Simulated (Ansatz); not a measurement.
System: HTe₂, charge -1, multiplicity 1. It need not be the lowest isomer of its formula. Whether it binds its extra electron was not tested at this geometry. SMILES: [Te-][TeH]
Coordinates optimised at B3LYP-D3(BJ)/def2-TZVP (Ansatz, a first-principles code):
```xyz
3

Te    -0.0213     0.0955    -1.3989
Te     0.0111    -0.0638     1.3687
H      0.5271    -1.6485     1.5722
```
Charge -1, spin multiplicity 1.

Question: Give the harmonic wavenumbers at B3LYP-D3(BJ)/def2-TZVP (Ansatz, finite differences of forces, unscaled).

Answer: 177, 546, 1998 cm⁻¹. Zero-point energy 3.9 kcal/mol.

Question: From these and the geometry, give the ideal-gas thermochemistry at 298.15 K and 1 atm (rigid rotor, harmonic oscillator).

Answer: Point group Cs, rotational symmetry number 1. Rotational constants 185.5, 1.025, 1.019 GHz. S(trans) 42.52, S(rot) 24.92, S(vib) 2.91, S(elec, spin only) 0.00, S 70.4 cal/(mol K). H(298) - H(0) 2.87 kcal/mol; G - E(el) -14.2 kcal/mol.
